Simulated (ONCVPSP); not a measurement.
Before and after: ONCV potential for Hg

```json
{"Element": "mercury", "Generator": "ONCVPSP 4.0.1", "Type": "optimised norm-conserving Vanderbilt (ONCV)", "Functional": "PW91", "Relativity": "fully relativistic", "Frozen core": "[Kr] 4d10 4f14", "Valence charge": "20", "Reference configuration": "5s2 5p6 5d10 6s2", "Partial waves": "5s+6s: rc 1.75 bohr, ncon 4, nbas 8, qcut 5.6 1/bohr, 2 projectors; 5p: rc 1.50 bohr, ncon 4, nbas 8, qcut 11.1 1/bohr, 2 projectors, debl 2.2 Ha; 5d: rc 2.10 bohr, ncon 3, nbas 8, qcut 7.8 1/bohr, 2 projectors, debl 2.1 Ha; f scattering state at 0.06 Ha: rc 2.05 bohr, ncon 4, nbas 7, qcut 5.3 1/bohr, 2 projectors, debl 2.4 Ha", "Local potential": "polynomial inside 1.35 bohr (lpopt 5, dvloc0 0 Ha)", "Core correction": "none"}
```

Open shells are filled in proportion to 2j + 1.

In the p channel the program set the typed energies aside and used -2.266, 0.250 Ha (j = l + 1/2; the other j can differ).

Change: all radii scaled by about 1.19 (s 2.10, p 1.80, d 2.50, f 2.44 bohr); local potential polynomial inside 1.62 bohr (lpopt 5, dvloc0 0 Ha).

Cutoffs: the cutoffs (Ha) at which the residual kinetic energy of the hardest occupied pseudo-wave falls to 1 and 0.1 mHa per electron; they do not see the model core or the augmentation charge, which bear on the density cutoff. Errors are all-electron minus pseudo energies relative to the spin-unpolarised reference configuration.

Problem. What does the change do?

Solution. The potential gets neither clearly harder nor softer (36 Ha and 44 Ha → 35 Ha and 42 Ha); a bound ghost appears in f, which as a rule spoils a file; of the 4 tests that both files solve, the error grows in 1 and shrinks in 1 by more than 15 % and 0.3 meV (median size 5.6 → 8.9 meV).

```csv
quantity,base,changed
"cutoff, loose",36 Ha,35 Ha
"cutoff, tight",44 Ha,42 Ha
loose cutoff by channel,"s 9.8 Ha, p 36 Ha, d 20 Ha","s 10 Ha, p 35 Ha, d 18 Ha"
bound ghosts,none,f7/2
GHOST(+) flags under 300 eV,none,f5/2 at 78.1 eV
"error for 5s2 5p6 5d10 6s1, meV [ΔE 10.78 eV]",-1.3,-0.9
"error for 5s2 5p6 5d10 6s0, meV [ΔE 29.87 eV]",-8.7,-9.3
"error for 5s2 5p6 5d9 6s0, meV [ΔE 65.48 eV]",-7.6,-8.4
"error for 5s2 5p6 5d9 6s2, meV [ΔE 15.60 eV]",+3.5,+19
```

 A true bound ghost makes a file unfit for plane-wave use even where its test errors are small: the radial tests pick states by their node count and pass the ghost by.
